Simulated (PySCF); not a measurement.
**Calculated properties of `C[CH][SiH2][Si@H](O)SC` [radical]**

Compound: C3H11OSSi2 (doublet state).
Geometry (GFN2-xTB, Å), atoms numbered from 1 in this order:
```xyz
18
C3H11OSSi2 angstrom
C      2.892    0.088    0.849
C      2.326   -0.567   -0.352
Si     0.552   -0.989   -0.541
Si    -0.688    0.956   -0.845
O     -0.510    1.683    0.603
S     -2.809    0.653   -1.210
C     -3.189   -0.517    0.131
H      3.768   -0.459    1.209
H      2.162    0.149    1.652
H      3.237    1.101    0.619
H      3.012   -0.672   -1.180
H      0.066   -1.690    0.665
H      0.376   -1.892   -1.686
H     -0.405    1.904   -1.921
H     -0.975    2.484    0.842
H     -2.762   -1.488   -0.105
H     -4.270   -0.593    0.189
H     -2.791   -0.145    1.070
```

From GFN2-xTB geometry:

- Point group of the GFN2-xTB geometry: C1
- Rotational constants A, B, C of the GFN2-xTB geometry: 2.729, 0.729, 0.669 GHz

From UKS B3LYP, pcH-1 on C H O S Si, non-relativistic, mean-field spin-orbit, GIAO (PySCF):

- Isotropic g value: 2.00285
- Principal g values: 2.00243, 2.00275, 2.00337
- Spin squared ⟨S²⟩: 0.754
- Largest Mulliken spin population: 0.97 on C2
- Largest isotropic hyperfine couplings (means over sets of like nuclei): 29Si -96.4 (Si4), 13C +82.7 (C2), 1H +75.9 (H8/H9/H10), 1H -55.0 (H11), 29Si +49.9 (Si3) MHz

Monoisotopic mass from the formula: 151.0069 u.

With B = h/(8π²I), that is 505.379 GHz u Å² over I, the principal moments of inertia are 185.2, 692.8 and 755.7 u Å² (most abundant isotopes). g_iso is shifted by about +530 ppm from the free-electron value 2.002319; the principal values span 0.0009. The rotational constants make it an asymmetric top with κ = (2B − A − C)/(A − C) = -0.94, nearer the prolate limit (−1). At 9.50 GHz, hν = g·μB·B₀ (B₀ the magnetic field) puts the centre of the isotropic spectrum, to first order, at 338.9 mT. ⟨S²⟩ is 0.004 above the pure-spin value S(S + 1) = 0.75.

The structure is a single GFN2-xTB conformer in the gas phase; no vibrational or solvent corrections. Hyperfine couplings depend on the geometry, which wasn't re-optimised at a DFT level. Couplings of like nuclei are plain means over topologically equivalent atoms, as if these changed places fast (by rotation of a methyl-like group, say); in this geometry the members of some sets differ.

For the EPR job (B3LYP), hardware: AMD EPYC 9R45, one thread (shared host). Cost: 70 s wall (with the writing of density and orbital grids), 1.1 GiB resident at most.
